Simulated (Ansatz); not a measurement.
Cl2H5NSi2, SMILES N[SiH2][SiH](Cl)Cl.

Coordinates come from a B3LYP-D3(BJ)/def2-SVP optimisation. This is a generated structure with no PubChem entry under its InChIKey; it may be hypothetical. One conformer was computed; it need not be the lowest.

Two levels are set side by side: PBE/def2-SVPD (Ansatz, an electronic-structure program) and CAM-B3LYP/def2-SVPD (Ansatz). Energy differences of separate SCF runs at the same geometry; the states with an electron removed or added have multiplicity 2 and 2. Differences are taken from unrounded values.

```json
[
 {"quantity": "vertical ionisation energy (eV)", "CAM-B3LYP": "9.52"},
 {"quantity": "vertical singlet–triplet gap (eV)", "CAM-B3LYP": "5.14"}
]
```

**Question.** What does PBE give, and how far is it from CAM-B3LYP? (Estimate from the structure and the level; the computed values follow.)

**Answer.** 
```
quantity                            PBE  PBE minus CAM-B3LYP
---------------------------------  ----  -------------------
vertical ionisation energy (eV)    8.94                -0.58
vertical singlet–triplet gap (eV)  4.37                -0.77
```
